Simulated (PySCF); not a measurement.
**How the method changes the constants of RbF**

State: ¹Σ⁺ (singlet), closed shell. Set-up: PySCF, scalar-relativistic core potentials, basis sets Rb def2-SVPD with ECP28, F def2-SVPD. De refers to Rb + F in their high-spin ground configurations, without counterpoise correction. A positive dipole means Rb(−)F(+).

```tsv
Level	Re (Å)	ωe (cm⁻¹)	De (eV)	μ (D)	CPU s a point (SCF and correlation, without the integrals)
RHF	2.376	358	3.12	-9.68	0.048
RHF-MP2	2.386	353	5.12	n/a	0.079
RHF-SCS-MP2	2.388	352	4.97	n/a	n/a
RHF-CCSD	2.379	358	4.73	n/a	n/a
RHF-CCSD(T)	2.382	356	4.81	n/a	2.1
PBE	2.371	347	5.07	-9.07	0.42
revPBE	2.392	334	4.91	-9.19	0.29
r²SCAN	2.364	356	4.96	-9.27	0.58
B3LYP	2.370	352	4.88	-9.31	0.49
PBE0	2.353	360	4.80	-9.23	0.74
MN15	2.357	361	4.94	-9.31	0.68
CAM-B3LYP	2.360	360	5.01	-9.36	0.64
```

(1) Which functional lies closest to RHF-CCSD(T) in De, which farthest, and by how much do they differ from it?

(2) What does a quarter of exact exchange do here, going from PBE to PBE0?

(3) What does the step from GGA to meta-GGA do here, going from PBE to r²SCAN?

Correlated steps freeze 1 core orbital. Correlated levels converge slowly with the basis: in double zeta they bind strong bonds too weakly, by up to about 1 eV, and carry superposition errors of some tenths. Where the molecule has an RHF reference, its open-shell atoms are computed with UHF.

The whole job (state search and all levels along the bond) took about 1.3 min on 1 thread of Arm Neoverse V2 (shared host), peak memory 0.58 GiB.

Results:

(1) Closest is PBE0 (-2.9 pm in Re, +1.1 % in ωe, -0.01 eV in De against RHF-CCSD(T) in the same basis), farthest PBE (-1.1 pm in Re, -2.5 % in ωe, +0.26 eV in De). CCSD(T) converges more slowly with the basis than the functionals do and binds too weakly in this one, so the order can change at the basis-set limit.

(2) PBE0 less PBE: -1.8 pm in Re, +3.7 % in ωe, -0.27 eV in De. Exact exchange removes part of the self-interaction that spreads semilocal densities, and in most molecules shortens and stiffens the bond and lowers De; so it does here.

(3) r²SCAN less PBE: -0.7 pm in Re, +2.6 % in ωe, -0.11 eV in De.
